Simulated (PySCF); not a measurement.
Computed with PySCF with B3LYP-D3(BJ)/def2-TZVP // PBE-D3(BJ)/def2-SVP. Gas-phase values, no solvent. One relaxed conformer stands for a flexible species; it need not be the lowest. B3LYP has the VWN-RPA correlation part, as in Gaussian. 

Reference species: [W(OH)6] (neutral, multiplicity 1).

```json
{
  "HOMO–LUMO gap": "5.50 eV",
  "HOMO": "-8.56 eV",
  "mean_distance_from_the_central_atom_to_its_bonded_neighbours": "1.939 Å"
}
```

Changed species: [W(OH)4(NH2)2] (2 of 6 OH replaced by NH2; the reference has 0 of 6 OH replaced by NH2).

Q: What does the change do to the HOMO–LUMO gap, HOMO and mean distance from the central atom to its bonded neighbours?

A: the HOMO–LUMO gap falls by 0.74 eV, to 4.76 eV; the HOMO goes up by 1.32 eV, to -7.24 eV; the mean distance from the central atom to its bonded neighbours goes up by 0.030 Å, to 1.969 Å.
